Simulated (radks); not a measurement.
Initial-state core-level shifts of neutral cadmium when its valence configuration changes from [Kr] 4d10 5s2. All-electron calculation, scalar-relativistic Kohn-Sham, r2SCAN, spin-polarised, spherical densities, finite nucleus; open shells are filled with parallel spins first (spin-orbit coupling, left out, can overturn this in heavy ions); meta-GGA in the generalised Kohn-Sham scheme; Fermi nuclear charge, rms radius 4.6087 fm. Program: a radial shooting solver on a logarithmic mesh with Libxc functionals. Shifts are changes of the shell-averaged eigenvalues in eV (positive: less bound); the change of the density at the nucleus, which sets a Mossbauer isomer shift, is in e/bohr^3, on a base of 1.636e+05.

valence                2s       3p       4s       4p  density at nucleus
4d9 5s2 5p1        -7.217   -7.125   -6.589   -6.361              +13.95
4d9 5s1 5p2        -8.288   -8.216   -7.711   -7.485              -11.90
4d9 5p3            -9.795   -9.739   -9.258   -9.032              -39.55
4d10 5s1 5p1       -1.567   -1.590   -1.650   -1.661              -21.64
4d10 5p2           -3.277   -3.319   -3.422   -3.442              -44.30
4d8 5s2 5p2       -14.407  -14.160  -12.835  -12.334              +29.12
4d10 5s1.5 5p0.5   -0.911   -0.921   -0.947   -0.953              -10.30
4d9.5 5s2 5p0.5    -3.641   -3.603   -3.366   -3.260               +6.79
4d10 5s0.5 5p1.5   -2.442   -2.475   -2.558   -2.575              -32.92
